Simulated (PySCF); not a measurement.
A structure optimised at PBE0-D3(BJ)/def2-TZVP, used in a PySCF frequency run:

```
Zn
Cl 1 2.0877
Br 1 2.2206 2 180.00
```
Charge 0, spin multiplicity 1.

Question: Write its SMILES, formula and point group.

Answer: [Cl][Zn][Br], BrClZn, C∞v

Question: What are its rotational constants (standard atomic weights)?

Answer: 1.0328 GHz (linear rotor, B only)
